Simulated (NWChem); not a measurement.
System meant: C₃H₃F₃; SMILES C=CC(F)(F)F

Here is an NWChem input.

```
start job
memory heap 200 mb stack 900 mb global 1100 mb
geometry units angstroms noautoz
  C     -0.030773    -2.111996     0.000000
  C      0.658829    -0.975055     0.000000
  C      0.015500     0.376288     0.000000
  F     -1.331354     0.314444     0.000000
  F      0.390865     1.091403     1.085974
  F      0.390865     1.091403    -1.085974
  H      0.472105    -3.074063     0.000000
  H     -1.116149    -2.118573     0.000000
  H      1.745104    -0.950788     0.000000
end
basis spherical
  * library def2-svp
end
dft
  odft
  mult 2
  xc xpbe96 cpbe96
  iterations 150
  mulliken
end
task dft energy
```

End of the output:

```
 Summary of "ao basis" -> "" (spherical)
 ------------------------------------------------------------------------------
       Tag                 Description            Shells   Functions and Types
 ---------------- ------------------------------  ------  ---------------------
 *                          def2-svp                  on all atoms

  pbe96 is a nonlocal functional; adding pw91lda local functional.

                                 NWChem DFT Module
                                 -----------------

 Summary of "ao basis" -> "ao basis" (spherical)
 ------------------------------------------------------------------------------
       Tag                 Description            Shells   Functions and Types
 ---------------- ------------------------------  ------  ---------------------
 C                          def2-svp                 6       14   3s2p1d
 F                          def2-svp                 6       14   3s2p1d
 H                          def2-svp                 3        5   2s1p

 Summary of "ao basis" -> "ao basis" (spherical)
 ------------------------------------------------------------------------------
       Tag                 Description            Shells   Functions and Types
 ---------------- ------------------------------  ------  ---------------------
 C                          def2-svp                 6       14   3s2p1d
 F                          def2-svp                 6       14   3s2p1d
 H                          def2-svp                 3        5   2s1p

      Symmetry analysis of basis
      --------------------------

        a'         66
        a"         33

  number of electrons :                   48
  multiplicity        :                    2
 ------------------------------------------------------------------------
  no. of electrons and multiplicity not compatible                  48
 ------------------------------------------------------------------------
 ------------------------------------------------------------------------
  current input line :
    24: task dft energy
 ------------------------------------------------------------------------
 ------------------------------------------------------------------------
 There is an error in the input file
 ------------------------------------------------------------------------
 For more information see the NWChem manual at https://nwchemgit.github.io

0: no. of electrons and multiplicity not compatible:Received an Error in Communication
```

**Question.** Can this run be used? If not, why, and what is the fix?

**Answer.** The program refused the input. Cause: the multiplicity doesn't fit the number of electrons (an even count wants an odd multiplicity, and the reverse). This input runs:
```
start job
memory heap 200 mb stack 900 mb global 1100 mb
geometry units angstroms noautoz
  C     -0.030773    -2.111996     0.000000
  C      0.658829    -0.975055     0.000000
  C      0.015500     0.376288     0.000000
  F     -1.331354     0.314444     0.000000
  F      0.390865     1.091403     1.085974
  F      0.390865     1.091403    -1.085974
  H      0.472105    -3.074063     0.000000
  H     -1.116149    -2.118573     0.000000
  H      1.745104    -0.950788     0.000000
end
basis spherical
  C library def2-svp
  F library def2-svp
  H library def2-svp
end
dft
  xc xpbe96 cpbe96
  iterations 150
  mulliken
end
task dft energy
```
It converges to -414.89304 Ha (PBE/def2-SVP).
